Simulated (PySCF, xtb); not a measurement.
CH₄BeSSe, SMILES C[S][Be][SeH]. Other conformers were not sampled.

Harmonic wavenumbers (cm⁻¹) from GFN2-xTB (xtb 6.7.1) at its own minimum, in rising order: 29, 65, 140, 161, 223, 291, 410, 703, 907, 939, 958, 1314, 1441, 1451, 2132, 3045, 3053, 3062.

**Question.** What does PBE-D3(BJ)/def2-SVP (PySCF) give at its own minimum? (Estimate from the structure and the level; the computed values follow.)

**Answer.** 27, 82, 168, 186, 265, 324, 565, 680, 921, 937, 985, 1284, 1403, 1407, 2346, 2992, 3102, 3105. Paired by order, the mean absolute difference is 47 cm⁻¹ and the zero-point energies are 29.1 and 29.7 kcal/mol.
